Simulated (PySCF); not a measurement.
XPS shifts beside NMR shieldings

Species: C₇H₇N.
Cartesian coordinates in Å at the PBE0-D3(BJ)/def2-SVP level; atoms count from 1:
```
atom  x, y, z in Å
C1     1.4384    2.3103   -0.1102
C2     0.9226    1.6402    0.9234
C3     0.1680    0.3618    0.8405
C4     0.5398   -0.6204   -0.2315
C5    -0.7544   -1.3664   -0.3279
C6    -1.2984   -2.0903    0.8073
N7    -1.7363   -2.6632    1.7133
C8    -0.7144    0.1293   -0.3522
H9     1.3421    1.9557   -1.1416
H10    1.9803    3.2469    0.0387
H11    1.0505    2.0422    1.9334
H12   -0.1656   -0.0398    1.8070
H13    1.4342   -0.6876   -0.8492
H14   -0.9557   -1.8567   -1.2874
H15   -1.0985    0.8317   -1.0904
```

Binding energies: delta-SCF UKS SCAN, pcX-2 on the ionised atom, pcseg-1 elsewhere, spin-free X2C (PySCF). Shieldings: GIAO CAM-B3LYP/pcSseg-1, non-relativistic, same geometry.

| atom | C 1s (eV) |
| --- | --- |
| C1 | 290.48 |
| C2 | 291.04 |
| C3 | 291.64 |
| C4 | 291.46 |
| C5 | 292.48 |
| C6 | 292.04 |

Problem. What are the absolute isotropic shieldings of these atoms?

Solution. 
| atom | environment | C 1s (eV) | isotropic shielding (ppm) |
| --- | --- | --- | --- |
| C1 | terminal =CH2 carbon | 290.48 | 58.6 |
| C2 | alkene CH carbon | 291.04 | 34.9 |
| C4 | sp3 carbon at a ring junction | 291.46 | 169.7 |
| C3 | allylic carbon | 291.64 | 144.7 |
| C6 | nitrile carbon | 292.04 | 57.5 |
| C5 | sp3 carbon next to a nitrile | 292.48 | 160.2 |

Problem. Among the listed atoms, is the one with the highest binding energy also the least shielded?

Solution. No. The highest binding energy is at C5 (292.48 eV, shielding 160.2 ppm), the lowest shielding at C2 (34.9 ppm, 291.04 eV).

Over these 6 sites the two quantities correlate at r = 0.52. By binding energy: C1 < C2 < C4 < C3 < C6 < C5. By shielding: C2 < C6 < C1 < C3 < C5 < C4.

Of atoms equivalent by bonding only the ionised one is listed; its partners' own values can differ in this conformer. The structure is a single PBE0-D3(BJ)/def2-SVP conformer in the gas phase; no vibrational or solvent corrections.
